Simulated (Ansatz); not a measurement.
A structure relaxed at PBE0-D4/def2-SVP in Ansatz, charge 0, singlet:

Cartesian coordinates in Å:
```
B 1.371 0.125 0.852
B 0.155 0.244 -1.009
B -0.668 -0.674 0.449
B 0.291 1.269 0.963
B -0.914 0.926 0.067
B 0.870 -0.964 -0.116
H 0.330 0.521 -2.167
H -1.435 -1.447 0.960
```

(1) Give its formula and point group.

(2) Summarise the bond lengths by kind (pairs closer than 1.2 times the sum of covalent radii, bridged metal pairs left out).

Results:

(1) B6H2. Point group C2v (tolerance 0.1 Å).

(2) 8 × B–B 1.54 to 1.91 Å; 2 × B–H 1.20 Å.

The restricted singlet is unstable towards broken spin symmetry in Hartree–Fock (as tested in another run); at PBE0-D4/def2-SVP this wasn't settled. Another isomer (singlet) lies 1.56 eV lower at PBE0-D4/def2-TZVP; other spin states weren't run for this one.
